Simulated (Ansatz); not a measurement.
Basis sets compared for Sn6. Charge 0, multiplicity 1. Geometry PBE-D4/def2-SVP. Ansatz on 2 threads of AMD EPYC 7R13 on a shared host and a share (18 GiB) of an NVIDIA H100 80GB HBM3; times are rough, and most runs start from earlier orbitals.

```csv
atom,x (Å),y (Å),z (Å)
Sn1,-1.614,0.538,-0.222
Sn2,-0.676,-1.235,1.918
Sn3,0.442,1.891,1.374
Sn4,1.614,-0.538,0.222
Sn5,-0.442,-1.891,-1.373
Sn6,0.675,1.235,-1.918
```

In the def2 sets Sn takes a core potential; there is no spin–orbit coupling.

Binding counts from free atoms (Sn triplet) in the same basis, without a counterpoise term.

```tsv
level	functions	energy (Eh)	HOMO (eV)	LUMO (eV)	binding per atom (eV)	wall time
PBE-D4/def2-SVP	156	-1286.0684	-5.02	-3.42	2.74	4.3 s
PBE0-D4/def2-SVP	156	-1286.0952	-5.77	-2.95	2.58	10 s
```

(1) Estimate the rows for PBE-D4/def2-TZVP, PBE0-D4/def2-TZVP.

## Answers

(1) 
| level | functions | energy (Eh) | HOMO (eV) | LUMO (eV) | binding per atom (eV) | wall time |
| --- | --- | --- | --- | --- | --- | --- |
| PBE-D4/def2-TZVP | 300 | -1286.1046 | -5.00 | -3.40 | 2.76 | 7.5 s |
| PBE0-D4/def2-TZVP | 300 | -1286.1289 | -5.73 | -2.90 | 2.62 | 5.5 s |
